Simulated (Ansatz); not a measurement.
C2H8OSi, SMILES `CO[SiH2]C`, relaxed with RKS PBE-D4/def2-SVP in Ansatz 0.2.0 from a rough embedded geometry. The force threshold is 0.03 eV/Å; the program also tests the step.

Total charge 0; spin multiplicity 1.

Start:

```xyz
12

C     0.543   -1.312   -1.223
O     1.134   -0.656   -0.185
Si    0.494    0.794    0.275
C    -0.963    0.709    1.248
H     1.065   -2.311   -1.386
H     0.542   -0.805   -2.195
H    -0.511   -1.600   -1.004
H     0.251    1.605   -0.994
H     1.525    1.584    0.996
H    -1.829    0.181    0.723
H    -1.422    1.676    1.562
H    -0.830    0.136    2.183
```

Task: By how much does the energy fall, and how many steps does the optimiser take? (Estimate.)

Result: The calculation gave: 9.01 kcal/mol, in 6 steps.

Task: Which bonds change most? (Estimate.)

Result: The calculation gave: Si3–C4 from 1.754 to 1.884 Å; C1–O2 from 1.362 to 1.411 Å; O2–Si3 from 1.651 to 1.685 Å; C4–H10 from 1.142 to 1.109 Å.

Task: Give the relaxed structure. (Best estimate.)

Result: Ansatz gave: 
```xyz
12

C     0.521   -1.400   -1.206
O     1.176   -0.568   -0.274
Si    0.547    0.908    0.240
C    -1.047    0.702    1.224
H     1.175   -2.269   -1.431
H     0.311   -0.876   -2.170
H    -0.448   -1.798   -0.820
H     0.284    1.796   -0.956
H     1.624    1.511    1.093
H    -1.857    0.265    0.604
H    -1.401    1.687    1.593
H    -0.888    0.043    2.102
```
